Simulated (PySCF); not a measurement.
C4H11NSi, SMILES C/C(=C/[SiH3])CN. The structure is a stationary point at B3LYP-D3(BJ)/def2-SVP. The structure was generated by enumeration; whether it is a known compound was not checked. Other conformers were not sampled.

Task: Give the equilibrium geometry at B3LYP-D3(BJ)/def2-SVP (PySCF confirms it by a frequency run) as a Z-matrix. (Estimate from the structure and the level; the computed values follow.)

Result: Several could match; the one computed here: 
```
C
C 1 1.3455
H 2 1.0979 1 116.30
C 1 1.5047 2 123.56 3 0.50
H 4 1.0989 1 111.89 2 2.49
H 4 1.1047 5 108.42 1 122.74
H 4 1.1050 5 108.21 6 114.83
C 1 1.5153 2 121.69 3 178.84
H 8 1.1058 1 108.14 2 -100.70
H 8 1.1102 9 105.26 1 116.56
N 8 1.4538 9 108.64 10 122.24
H 11 1.0178 8 112.59 9 -37.21
H 11 1.0190 12 107.85 8 123.35
Si 2 1.8838 3 115.43 1 176.31
H 14 1.4917 2 115.41 3 -120.96
H 14 1.4932 15 111.05 11 70.77
H 14 1.5066 15 104.90 16 112.19
```
Charge 0, spin multiplicity 1.
